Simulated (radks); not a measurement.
Q: Species: Sr4+. Configuration: [Ar] 3d10 4s2 4p4. Method: Dirac Kohn-Sham, PBE, spin-unpolarised, spherical densities, point nucleus; open shells fill j = l - 1/2 first; computed with a radial shooting solver on a logarithmic mesh with Libxc functionals. Some entries of the table are withheld. Estimate them.

| orbital | occ. | eigenvalue (hartree) | r(max) (bohr) |
|---|---|---|---|
| 1s1/2 | 2 | -587.2518 | 0.02553 |
| 2s1/2 | 2 | -81.03476 | 0.1452 |
| 2p1/2 | 2 | -73.90746 | (1) |
| 2p3/2 | 4 | -71.39286 | (2) |
| 3s1/2 | 2 | -14.00833 | 0.4358 |
| 3p1/2 | 2 | -11.41890 | 0.4247 |
| 3p3/2 | 4 | -11.03263 | 0.4336 |
| 3d3/2 | 4 | -6.48813 | 0.3747 |
| 3d5/2 | 6 | -6.42054 | 0.3774 |
| 4s1/2 | 2 | (3) | 1.168 |
| 4p1/2 | 2 | -2.40633 | 1.263 |
| 4p3/2 | 2 | -2.35500 | 1.286 |
| 4d3/2 | 0 | -1.36284 | 1.605 |
| 4d5/2 | 0 | -1.35704 | 1.612 |
| 5s1/2 | 0 | -1.14468 | 2.731 |

A: 
(1) 2p1/2 r(max) (bohr): 0.1137
(2) 2p3/2 r(max) (bohr): 0.1171
(3) 4s1/2 eigenvalue (hartree): -3.08796
